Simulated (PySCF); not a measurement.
## SiSb: from constants to spectrum

B97-3 constants of SiSb, ²Π (doublet), unpaired electrons π ↑ (Si def2-SVP, Sb def2-SVP with ECP28; scalar-relativistic core potentials (PySCF 2.14); masses 27.9769 and 120.9038 u):

```
ωe              : 424.9 cm⁻¹
ωexe            : 1.63 cm⁻¹
Be              : 0.12956 cm⁻¹
αe              : 0.000502 cm⁻¹
D (centrifugal) : 4.82e-08 cm⁻¹
De to Si + Sb   : 2.88 eV
```

(1) Give the vibrational terms G(v) and spacings up to v = 3.

(2) How well does the Morse estimate ωe²/(4ωexe) reproduce De, and what is D0?

Spin–orbit coupling is left out, which matters for elements this heavy, above all for dissociation energies. The state was picked by a PBE0 search and need not be the measured ground state.

Answers

(1) G(v) = ωe(v+½) − ωexe(v+½)².

```csv
v,G(v) (cm⁻¹),G(v) − G(v−1),Bv (cm⁻¹)
0,212,,0.1293
1,634,422,0.1288
2,1052,418,0.1283
3,1467,415,0.1278
```

(2) It gives 3.43 eV, 119 % of the computed De. D0 = De − G(0) = 2.88 − 0.03 = 2.85 eV.
